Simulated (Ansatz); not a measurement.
```yaml
crystal:
  periodic: [false, false, false]
  atoms:
    - {symbol: C, position_ang: [0.470402, -1.351001, -0.548619]}
    - {symbol: O, position_ang: [0.088558, -1.015712, 0.762808]}
    - {symbol: In, position_ang: [-0.494836, 0.776153, 1.307755]}
    - {symbol: C, position_ang: [-0.443277, 2.064686, -0.379790]}
    - {symbol: N, position_ang: [-0.414255, 2.761509, -1.298722]}
    - {symbol: H, position_ang: [0.417575, -0.509473, -1.251904]}
    - {symbol: H, position_ang: [1.500682, -1.724088, -0.549529]}
    - {symbol: H, position_ang: [-0.177695, -2.147796, -0.930461]}
    - {symbol: H, position_ang: [-0.947153, 1.145723, 2.888451]}
basis:
  gaussian: {orbitals: ANO-RCC-VTZP}
total_charge: 1
magnetization: {spin_polarized: true, initial_magnetization: 1}
hamiltonian: {xc: {name: CAM-B3LYP}}
accuracy: high
```

```sh
$ ansatz run in.yaml --threads 4 --pin off --events-out ev --progress --plain --max-ram 10444MiB
```

Output, abridged:

```
Functional definition: CAM-B3LYP
4616 factors; integrals over basis functions are off by at most 5.0e-9 eV
739 factors; integrals over basis functions are off by at most 1.9e-9 eV
mean field evaluation 1: about -165681.4061 eV, gradient 7.2e1 eV
mean field evaluation 2: about -165512.5577 eV, gradient 1.7e2 eV
mean field evaluation 4: about -165698.0865 eV, gradient 4.1e1 eV
mean field evaluation 8: about -165704.9555 eV, gradient 1.0e0 eV
mean field evaluation 16: about -165705.1145 eV, gradient 1.4e-2 eV
mean field evaluation 32: about -165705.1145 eV, gradient 3.9e-5 eV
mean field -165705.11453556 eV, -6089.5506402211 hartree, gradient 3.3e-8 eV, S^2 0.755366; 2 other end points of the search recorded, 0 dependent functions left out
reference -165705.11456600 eV, -6089.5506413399 hartree; 40, 39 occupied and 204, 205 virtual orbitals, 4616 factors
Total energy: -165705.11456600 eV, -6089.5506413399 hartree
Relativity: scalar
```

Hardware: 4 threads of an Arm Neoverse V2 on a shared host. Wall time 2.3 min, peak host memory 3.2 GiB.
